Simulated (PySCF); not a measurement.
**Bi(III) with more and more NH2**

Computed with PySCF 2.14.0, PBE0, def2-SVP on the ligands, density fitting, scalar-relativistic core potentials, no spin-orbit coupling, vacuum. The metal has def2-SVP with ECP60. Each complex is relaxed within the symmetry of its template. Distances are means of the shortest metal–ligand contacts, charges and spins Mulliken's; removal energies are rigid, with the ligand's formal charge and no counterpoise, so too large; for an anion taken off a cation in vacuum most of it is the attraction of opposite charges, and multiply charged cations can part far more cheaply with an electron moved from ligand to metal.

| complex | point group | M–NH2 (Å) | charge on M (e) | HOMO–LUMO gap (eV) | removal of one NH2 (eV) | strongest infrared band, degenerate modes summed (cm⁻¹) | unstable modes (below −25 cm⁻¹) |
| --- | --- | --- | --- | --- | --- | --- | --- |
| [Bi(NH2)]2+ | C2v | 2.019 | 1.79 | 3.91 | 29.59 | 3344 | 0 |
| [Bi(NH2)2]+ | C2v | 2.057 | 1.15 | 4.56 | 18.77 | 394 | 0 |
| [Bi(NH2)4]− | C2v | 2.294 | 0.61 | 5.64 | 3.63 | 398 | 0 |

**Question.** What does the calculation give for Bi(NH2)3?

**Answer.** point group: D3h, M–NH2 (Å): 2.258, charge on M (e): 1.24, HOMO–LUMO gap (eV): 1.17, removal of one NH2 (eV): 8.34, unstable modes (below −25 cm⁻¹): 6.
```xyz
10

Bi    0.0000    0.0000    0.0000
N     2.2576    0.0000    0.0000
H     2.8624    0.0000    0.8232
H     2.8624    0.0000   -0.8232
N    -1.1288    1.9551    0.0000
H    -1.4312    2.4789    0.8232
H    -1.4312    2.4789   -0.8232
N    -1.1288   -1.9551    0.0000
H    -1.4312   -2.4789    0.8232
H    -1.4312   -2.4789   -0.8232
```

The more ligands, the longer each bond and the weaker the last ligand is held.

Members with unstable modes aren't minima as they stand: saddle points kept by symmetry or, where the modes are soft, flat surfaces and noise. Moved off a saddle point of the template and relaxed again: [Bi(NH2)2]+, [Bi(NH2)4]−. One start shape was tried for each, so a minimum needn't be the lowest isomer. Small gap, closed shell not tested for a spin-broken solution: Bi(NH2)3.
